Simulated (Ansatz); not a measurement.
Relaxation of AlFH$_{6}$O$_{2}$Si (11 atoms, charge 0, multiplicity 1), to a largest force component of 0.03 eV/Å in at most 50 steps.

The calculation used Ansatz 0.2.0, RKS B3LYP-D4/def2-SVP.

```xyz
11
Properties=species:S:1:pos:R:3:forces:R:3
Al -0.039 0.437 -0.484 0.03 0.09 0.52
O -0.009 0.231 2.473 -0.03 0.74 -0.68
Si -1.383 -0.399 3.210 0.00 -0.01 0.01
H -2.127 -1.272 2.260 0.00 -0.01 0.00
H -0.941 -1.218 4.372 -0.01 0.01 0.00
H -2.276 0.703 3.676 0.01 0.00 -0.01
H 1.233 -0.231 -1.108 -0.01 0.00 0.01
O -1.634 -0.127 -0.579 0.02 0.03 0.00
H -1.943 -0.969 -0.922 -0.03 -0.03 -0.01
F 0.100 1.956 0.231 -0.03 -0.15 -0.01
H -0.040 1.177 2.196 0.04 -0.68 0.16
```

Task: Where does it end, and by what steps?

Result: The run converged. After 34 steps the energy has fallen by 0.899 eV; H6 moved furthest, 1.31 Å. Joined: Al1–O2 (2.96 → 1.89 Å).

| step | energy less start (eV) | largest force component (eV/Å) | accepted |
| --- | --- | --- | --- |
| 0 | 0.0000 | 0.740 | yes |
| 2 | -0.4031 | 0.743 | yes |
| 4 | -0.6217 | 0.531 | yes |
| 6 | -0.7072 | 0.653 | yes |
| 8 | -0.7596 | 0.369 | yes |
| 10 | -0.8065 | 0.173 | yes |
| 12 | -0.8257 | 0.257 | yes |
| 14 | -0.8394 | 0.806 | yes |
| 16 | -0.8740 | 0.269 | yes |
| 18 | -0.8817 | 0.073 | yes |
| 20 | -0.8845 | 0.077 | yes |
| 22 | -0.8851 | 0.251 | yes |
| 24 | -0.8064 | 2.546 | no |
| 26 | -0.8840 | 0.971 | no |
| 28 | -0.8963 | 0.106 | yes |
| 30 | -0.8983 | 0.205 | yes |
| 32 | -0.8993 | 0.032 | yes |
| 34 | -0.8995 | 0.008 | yes |

```xyz
11
Properties=species:S:1:pos:R:3
Al 0.001 0.508 0.079
O 0.066 0.241 1.951
Si -1.482 -0.453 2.523
H -1.670 -1.906 2.308
H -1.068 -0.361 3.974
H -2.683 0.417 2.464
H 1.176 -0.226 -0.660
O -1.550 -0.330 0.359
H -2.396 -0.196 -0.080
F -0.181 2.149 -0.217
H 0.729 0.445 2.624
```

Whether the end is a true minimum wasn't checked by a vibrational analysis.

The run took 58 s on 4 threads of Arm Neoverse V2, with other jobs on the host, peak memory 0.23 GiB.
